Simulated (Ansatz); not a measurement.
Compare A (`F[SiH]1COC=N1`) with its isomer B (`C[SiH](F)N=C=O`).

Program: Ansatz. Geometries: PBE0-D4/def2-TZVP. ΔE: electronic, gas phase. CBS: MP2 limit from def2 TZ/QZ plus the TZ coupled-cluster correction, frozen cores. Functionals use def2-TZVPP. B3LYP here is the variant with VWN-RPA as its local correlation; programs differ in this. Each species was taken in one conformer, which may not be the lowest.

**Question.** Which isomer does CCSD(T)/CBS put lower? Give the gap. (Estimate.)

**Answer.** Ansatz gave: B, by 147.5 kJ/mol.

**Question.** Give E(B) − E(A) in kJ/mol with PBE-D4, B3LYP, r2SCAN-D4, HF/def2-TZVPP, CCSD(T)/def2-TZVPP, CCSD(T)/def2-SVP, BLYP-D4. (Best estimate.)

**Answer.** Ansatz gave: PBE-D4 -151.7, B3LYP -169.8, r2SCAN-D4 -161.7, HF/def2-TZVPP -177.7, CCSD(T)/def2-TZVPP -150.6, CCSD(T)/def2-SVP -164.6, BLYP-D4 -168.7. None reverses the order clearly.

**Question.** Does the order hold for the free energy at 298.15 K (harmonic terms from PBE0-D4)? (Estimate.)

**Answer.** Ansatz gave: Yes: G(B) − G(A) = -166.6 kJ/mol, for one conformer each. Modes under 60 cm⁻¹, often nearly free rotors, make the harmonic entropy too high.

Largest T1 diagnostic: 0.015.

At CCSD(T), def2-SVP lies −17.1 kJ/mol from the extrapolated value and def2-TZVPP −3.1 kJ/mol. Leaving LDA and LC-ωPBE aside and taking each functional with its dispersion term where it has one, the values, not all of them listed here, spread over 22.3 kJ/mol, from BLYP-D4 to ωB97X-V. LDA lies +28.4 kJ/mol from PBE without D4.
